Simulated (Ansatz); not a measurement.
Gas-phase electronic energies from Ansatz, PBE0-D4/def2-TZVP geometries. CCSD(T)/CBS is the MP2 limit (def2-TZVPP, def2-QZVPP) plus CCSD(T) − MP2 in def2-TZVPP, frozen cores. Functionals use def2-TZVPP. B3LYP here is the variant with VWN-RPA as its local correlation; programs differ in this. Each species was taken in one conformer, which may not be the lowest.

Reaction (redistribution): `Cl[SiH2]O[SiH](Cl)Cl` + `CN[SiH](C)F` → `C[SiH](F)N[SiH](Cl)Cl` + `CO[SiH2]Cl`

`Cl[SiH2]O[SiH](Cl)Cl`:

Cartesian coordinates in Å:
```
Cl -0.756 -2.460 1.197
Si 0.632 -0.965 1.073
O -0.060 0.374 0.443
Si -0.610 1.111 -0.885
Cl -0.939 -0.261 -2.354
Cl 0.781 2.447 -1.530
H 1.083 -0.634 2.437
H 1.729 -1.432 0.201
H -1.859 1.821 -0.584
```

`CN[SiH](C)F`:

```xyz
13

C     1.543   -0.380    0.912
N     1.014   -0.446   -0.433
Si   -0.621   -0.346   -0.886
C    -1.492    1.029    0.004
F    -1.458   -1.682   -0.554
H     0.844    0.153    1.559
H     2.488    0.171    0.938
H     1.712   -1.368    1.357
H     1.653   -0.855   -1.096
H    -0.638   -0.219   -2.363
H    -1.501    0.864    1.084
H    -2.532    1.088   -0.326
H    -1.011    1.989   -0.194
```

`C[SiH](F)N[SiH](Cl)Cl`:

```xyz
13

C    -0.228   -0.795   -1.618
Si    1.193   -0.276   -0.555
F     1.991    0.887   -1.314
N     0.621    0.296    0.967
Si   -0.937    0.822    1.403
Cl   -0.779    1.992    3.068
Cl   -2.192   -0.736    1.851
H     0.136   -1.142   -2.587
H    -0.789   -1.607   -1.150
H    -0.914    0.036   -1.799
H     2.187   -1.344   -0.306
H     1.293    0.288    1.723
H    -1.581    1.577    0.317
```

`CO[SiH2]Cl`:

Z-matrix (Å, degrees):
```
C
O 1 1.412
H 1 1.090 2 108.0
H 1 1.094 2 110.9 3 -119.3
H 1 1.096 2 111.5 3 119.3
Si 2 1.626 1 124.4 3 -170.8
Cl 6 2.057 2 111.0 1 -62.5
H 6 1.474 2 106.8 1 179.2
H 6 1.483 2 111.2 1 55.3
```

**Question.** Is it downhill or uphill in electronic energy at CCSD(T)/CBS, and by how much? (An estimate is asked.)

**Answer.** Computed: Uphill: ΔE = +62.1 kJ/mol.

**Question.** What do these levels give: PBE-D4, r2SCAN-D4, ωB97M-V, B2PLYP, PBE, r2SCAN, B3LYP, SCS-MP2/def2-TZVPP, HF/def2-QZVPP, SCS-MP2/def2-QZVPP, MP2/CBS(def2), CCSD/CBS(def2)? (Estimate.)

**Answer.** Computed: PBE-D4 55.6, r2SCAN-D4 59.2, ωB97M-V 59.4, B2PLYP 62.6, PBE 56.7, r2SCAN 59.6, B3LYP 62.7, SCS-MP2/def2-TZVPP 62.4, HF/def2-QZVPP 68.8, SCS-MP2/def2-QZVPP 63.7, MP2/CBS(def2) 63.3, CCSD/CBS(def2) 63.9 kJ/mol.

Largest T1 diagnostic among the species: 0.010.

In def2-TZVPP, CCSD(T) changes the Hartree–Fock value by −6.8 kJ/mol (the triples alone add −1.8 kJ/mol) and MP2 by −5.6 kJ/mol.
